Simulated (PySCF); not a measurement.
AsF3, SMILES F[As](F)F. Atoms are numbered in the order given.

```xyz
4

F      1.2816    -0.7399    -0.4878
As     0.0000     0.0000     0.3991
F      0.0000     1.4798    -0.4878
F     -1.2816    -0.7399    -0.4878
```
Charge 0, spin multiplicity 1.

Geometry: ωB97X-D3(BJ)/def2-SVP.

Two levels are set side by side: PBE/pcSseg-2 (PySCF) and PBE0/pcSseg-2 (PySCF). GIAO shifts against AsH3 (⁷⁵As), CFCl3 (¹⁹F) at the same level; non-relativistic, no solvent, atoms listed together averaged. Differences are taken from unrounded values.

| quantity | PBE0 |
|---|---|
| δ(¹⁹F) of F1, F3, F4 (ppm) | -40.9 |
| δ(⁷⁵As) of As2 (ppm) | 882.3 |

Q: What does PBE give, and how far is it from PBE0? (Estimate from the structure and the level; the computed values follow.)

A: 
| quantity | PBE | PBE minus PBE0 |
|---|---|---|
| δ(¹⁹F) of F1, F3, F4 (ppm) | -44.2 | -3.3 |
| δ(⁷⁵As) of As2 (ppm) | 951.7 | 69.4 |

Rough cost on one machine, each run with all the roots and properties that it gave: PBE0 against PBE within a factor of 2.
